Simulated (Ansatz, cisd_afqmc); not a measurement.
Species: GeH3Br, charge 0, singlet. GeH3Br (bromogermane, SMILES [GeH3][Br]).
B3LYP-D3(BJ)/def2-TZVP minimum from Ansatz (an electronic-structure program):
```
Ge
H 1 1.5327
H 1 1.5327 2 111.72
H 1 1.5327 2 111.72 3 -125.97
Br 1 2.3318 2 107.12 3 117.02
```
Charge 0, spin multiplicity 1.

Total energies in cc-pVTZ, 14 correlated electrons, 28 frozen orbitals. Radicals and triplets start from unrestricted determinants; spin-orbit coupling is neglected. Correlated methods leave the cores frozen (noble-gas shells, and filled d and f shells in the p block). No relativity. The Monte Carlo rows (phaseless AFQMC, CISD trial, step 0.005/hartree) carry one-sigma bars that omit the constraint's bias. Outlying blocks are dropped, and bars are widened where a walk drifts. Over all cases where full CI ran beside it in this data, AFQMC minus full CI had a median of +0.1 mEh and passed +0.4 mEh in a tenth of the cases. Spin-orbit terms, left out, reach several kcal/mol for Br and I, and more for heavier atoms.

| method | program | energy (Eh) | minus CCSDT(Q) (mEh) |
|---|---|---|---|
| HF | Ansatz | -4649.65433 | 332.71 |
| MP2 | Ansatz | -4649.93905 | 47.99 |
| CCSD | Ansatz | -4649.97479 | 12.25 |
| CCSD(T) | Ansatz | -4649.98567 | 1.37 |
| CCSDT(Q) | Ansatz | -4649.98704 | 0.00 |
| AFQMC/CISD | cisd_afqmc | -4649.9863 ± 0.0004 | 0.7 ± 0.4 |

Rough core times of Ansatz's runs on a shared machine: CCSD(T) under 20 s, CCSDT(Q) 9 min.
